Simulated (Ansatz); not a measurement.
Reaction (ligand exchange at a B–O bond): `FB[O][InH2]` + `CC[SeH]` → `CC[Se]BF` + `[OH][InH2]`

Calculated with Ansatz (gas phase, PBE0-D4/def2-TZVP geometries, no zero-point term in ΔE). CCSD(T)/CBS is the MP2 limit (def2-TZVPP, def2-QZVPP) plus CCSD(T) − MP2 in def2-TZVPP, frozen cores. DFT in def2-TZVPP. B3LYP here is the variant with VWN-RPA as its local correlation; programs differ in this. Elements past krypton have def2 core potentials. For In, Se outer-core shells are correlated without core-valence functions, which leaves a few kJ/mol of doubt a bond. Scalar relativity is left out up to krypton. One conformer a species, not always the lowest.

```json
{"level": "PBE-D4", "ΔE (kcal/mol)": "19.7", "difference from CCSD(T)/CBS": "-3.1"}
{"level": "r2SCAN-D4", "ΔE (kcal/mol)": "22.4", "difference from CCSD(T)/CBS": "-0.4"}
{"level": "PBE0-D4", "ΔE (kcal/mol)": "21.5", "difference from CCSD(T)/CBS": "-1.3"}
{"level": "ωB97M-V", "ΔE (kcal/mol)": "24.2", "difference from CCSD(T)/CBS": "1.4"}
{"level": "B2PLYP", "ΔE (kcal/mol)": "23.4", "difference from CCSD(T)/CBS": "0.6"}
{"level": "PBE", "ΔE (kcal/mol)": "20.1", "difference from CCSD(T)/CBS": "-2.7"}
{"level": "r2SCAN", "ΔE (kcal/mol)": "22.6", "difference from CCSD(T)/CBS": "-0.2"}
{"level": "PBE0", "ΔE (kcal/mol)": "21.9", "difference from CCSD(T)/CBS": "-0.9"}
{"level": "B3LYP", "ΔE (kcal/mol)": "23.5", "difference from CCSD(T)/CBS": "0.7"}
{"level": "HF/def2-TZVPP", "ΔE (kcal/mol)": "27.8", "difference from CCSD(T)/CBS": "5.0"}
{"level": "MP2/def2-TZVPP", "ΔE (kcal/mol)": "22.5", "difference from CCSD(T)/CBS": "-0.3"}
{"level": "HF/def2-QZVPP", "ΔE (kcal/mol)": "28.1", "difference from CCSD(T)/CBS": "5.3"}
{"level": "MP2/def2-QZVPP", "ΔE (kcal/mol)": "22.2", "difference from CCSD(T)/CBS": "-0.6"}
{"level": "HF/CBS(def2)", "ΔE (kcal/mol)": "28.2", "difference from CCSD(T)/CBS": "5.4"}
{"level": "MP2/CBS(def2)", "ΔE (kcal/mol)": "21.7", "difference from CCSD(T)/CBS": "-1.1"}
{"level": "CCSD/CBS(def2)", "ΔE (kcal/mol)": "23.6", "difference from CCSD(T)/CBS": "0.8"}
{"level": "CCSD(T)/CBS", "ΔE (kcal/mol)": "22.8", "difference from CCSD(T)/CBS": "0"}
```

Largest T1 diagnostic among the species: 0.017.

In def2-TZVPP, CCSD(T) changes the Hartree–Fock value by −4.3 kcal/mol (the triples alone add −0.8 kcal/mol) and MP2 by −5.3 kcal/mol. From PBE to PBE0 (25 % exact exchange), in def2-TZVPP and without D4, ΔE moves by +1.7 kcal/mol.
